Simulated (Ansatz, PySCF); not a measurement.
PySCF was given this input:
```python
from pyscf import gto, scf, dft

mol = gto.M(
    atom='''
N     0.00090000   -0.00390000    0.27590000
H    -0.58120000   -0.74240000   -0.10050000
H    -0.35390000    0.87610000   -0.07850000
H     0.93420000   -0.12990000   -0.09690000
''',
    basis='sto-3g',
    charge=-1,
    spin=1,
    verbose=4,
)

mf = dft.UKS(mol)
mf.xc = 'revpbe'
mf.grids.atom_grid = (99, 590)
mf.grids.prune = None
mf.kernel()
```

Question: Give the equivalent Ansatz (a program for electronic structure) input.

Answer: This is not unique; one that fits is 
Ansatz 0.2 input:
```yaml
crystal:
  periodic: [false, false, false]
  atoms:
    - {symbol: N, position_ang: [0.00090000, -0.00390000, 0.27590000]}
    - {symbol: H, position_ang: [-0.58120000, -0.74240000, -0.10050000]}
    - {symbol: H, position_ang: [-0.35390000, 0.87610000, -0.07850000]}
    - {symbol: H, position_ang: [0.93420000, -0.12990000, -0.09690000]}
basis:
  gaussian:
    orbitals: STO-3G
hamiltonian:
  xc: revpbe
total_charge: -1
magnetization: {spin_polarized: true, initial_magnetization: 1}
accuracy: high
```

Both were run: PySCF gave -55.220166 Eh and Ansatz -55.220166 Eh, 0.000 mEh apart.
